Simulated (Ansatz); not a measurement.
InF3. Total charge 0; singlet. Geometry PBE0-D4/def2-TZVP.

```xyz
4

In    0.000    0.000    0.000
F     1.378    0.954   -0.932
F    -0.217    0.236    1.891
F    -1.161   -1.190   -0.959
```

In the def2 sets In takes a core potential; there is no spin–orbit coupling. LC-ωPBE has ω = 0.4 bohr⁻¹.

Task: Estimate the orbital energies around the gap (eV) in Ansatz with PBE-D4/def2-TZVP, r2SCAN-D4/def2-TZVP, PBE0-D4/def2-SVP, PBE0-D4/def2-TZVP, LC-ωPBE/def2-TZVP.

Result: 
```
orbital  PBE-D4/def2-TZVP  r2SCAN-D4/def2-TZVP  PBE0-D4/def2-SVP  PBE0-D4/def2-TZVP  LC-ωPBE/def2-TZVP
HOMO−13            -20.47               -21.22            -23.27             -23.25             -26.08
HOMO−12            -20.47               -21.20            -23.27             -23.25             -26.08
HOMO−11            -20.47               -21.20            -23.22             -23.24             -26.06
HOMO−10            -20.12               -20.83            -22.91             -22.90             -25.70
 HOMO−9            -20.12               -20.83            -22.91             -22.90             -25.70
 HOMO−8            -12.11               -12.42            -13.64             -13.90             -16.94
 HOMO−7            -10.43               -10.82            -11.98             -12.29             -15.23
 HOMO−6            -10.43               -10.82            -11.98             -12.29             -15.23
 HOMO−5             -9.83               -10.28            -11.55             -11.85             -14.81
 HOMO−4             -9.35                -9.81            -11.03             -11.39             -14.28
 HOMO−3             -9.35                -9.81            -11.02             -11.38             -14.27
 HOMO−2             -9.32                -9.80            -10.99             -11.38             -14.27
 HOMO−1             -9.18                -9.62            -10.86             -11.14             -13.97
   HOMO             -9.18                -9.62            -10.86             -11.14             -13.97
   LUMO             -4.36                -4.13             -3.23              -3.42              -1.01
 LUMO+1             -2.23                -1.90             -1.38              -1.49               0.50
 LUMO+2              0.07                 0.65              1.32               0.72               2.13
 LUMO+3              0.08                 0.65              1.33               0.72               2.14
 LUMO+4              1.65                 2.08              4.35               2.07               3.21
 LUMO+5              3.10                 3.58              4.46               3.86               5.78
```
